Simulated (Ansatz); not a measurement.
`F[As](F)F` → As• + 3 F•  (atomization)

Calculated with Ansatz (gas phase, PBE0-D4/def2-TZVP geometries, no zero-point term in ΔE). CBS: MP2 limit from def2 TZ/QZ plus the TZ coupled-cluster correction, frozen cores. This one scheme is used for every species, atoms too. Functionals use def2-TZVPP. No spin–orbit coupling; open shells (•) take unrestricted orbitals. Spin–orbit coupling would lower the free atoms: a little for F. For As outer-core shells are correlated without core-valence functions, so the limit isn't a true one: a few kJ/mol of doubt a bond, and 10 to 20 or more in all where bonds break to atoms. Scalar relativity is left out up to krypton.

`F[As](F)F`:

Z-matrix (Å, degrees):
```
As
F 1 1.715
F 1 1.715 2 95.9
F 1 1.715 2 95.9 3 96.6
```

(1) What is ΔE at CCSD(T)/CBS? (Estimate.)

(2) What do these levels give: LDA (SPW92), BHLYP-D4, B2PLYP, r2SCANh, BHLYP, MP2/CBS(def2)? (Estimate.)

Largest T1 diagnostic among the species: 0.014.

Answers

(1) The calculation gave: +324.0 kcal/mol.

(2) Computed: LDA (SPW92) 404.1, BHLYP-D4 295.0, B2PLYP 320.6, r2SCANh 317.0, BHLYP 293.2, MP2/CBS(def2) 343.8 kcal/mol.

From r2SCAN to r2SCAN0 (25 % exact exchange), in def2-TZVPP and without D4, ΔE moves by −20.5 kcal/mol: exact exchange takes away binding that semilocal exchange gives to molecules. The D4 term adds +2.4 kcal/mol with B3LYP and +1.2 kcal/mol with PBE0; it sums over pairs of atoms, weighted by their polarisabilities, and B3LYP, whose exchange is more repulsive, gets the larger term.

B3LYP here is the variant with VWN-RPA as its local correlation; programs differ in this.

For atomizations the MP2-based limit and the directly extrapolated one differ by several kJ/mol either way, and by 10 to 25 for some Ge, Se and Sn compounds, so smaller differences from it don't rank the levels.
